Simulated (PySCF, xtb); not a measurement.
C3H6BNO, SMILES C#CB(N)OC.

The structure is a stationary point at PBE0-D3(BJ)/def2-SVP. This is a generated structure with no PubChem entry under its InChIKey; it may be hypothetical. The values are those of a single conformer.

These are PySCF with IEF-PCM-M06-2X/def2-SVP values and carry that method's errors.

The values are the electrostatic part of the solvation free energy, E(continuum) − E(gas) at the gas-phase geometry, in a cavity of scaled van der Waals radii (PySCF's table); cavitation and dispersion terms are not included. In vacuum the orbital gap is 9.75 eV. The dipole moment in vacuum is 0.52 D.

### Question
Estimate the values in water (ε = 78.36), methanol (ε = 32.61), n-hexane (ε = 1.88). (An estimate is asked for; the answer gives what the named calculation found.)

### Answer

```tsv
solvent	ε	ΔG(elec) (kcal/mol)	dipole (D)	gap (eV)
water	78.36	-5.7	0.67	9.63
methanol	32.61	-5.5	0.67	9.63
n-hexane	1.88	-2.0	0.56	9.70
```

For comparison, GFN2-xTB/ALPB(water) (xtb, at the GFN2-xTB geometry, all terms of that model) gives -3.9 kcal/mol.
